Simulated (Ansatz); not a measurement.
Basis-set extrapolation for C₂H₈BNO (PBE0-D4/def2-TZVP geometry, frozen core, the Gaussian-basis code of Ansatz). Multiplicity 1, RHF reference.

```csv
,def2-TZVPP,def2-QZVPP
HF,-234.530121,-234.541610
MP2 correlation,-0.906843,-0.970252
CCSD(T) correlation,-0.983368,not run
```

Energies in hartree. Use E(X) = E(∞) + A·exp(−7.88·√X) for Hartree–Fock and E(X) = E(∞) + B·X^(−2.97) for correlation, with X = 3 and 4, and add CCSD(T) minus MP2 of the smaller set to the MP2 limit.

**Question.** What is the CCSD(T) energy at the basis-set limit?

**Answer.** HF limit: -234.541610 + (-0.011489) × 0.13774 = -234.54319. MP2 limit: -0.970252 + (-0.063409) × 0.74074 = -1.01722. Higher-order term: -0.983368 − (-0.906843) = -0.07653. Total: -235.63694 hartree, 3.36 eV below CCSD(T)/def2-TZVPP.
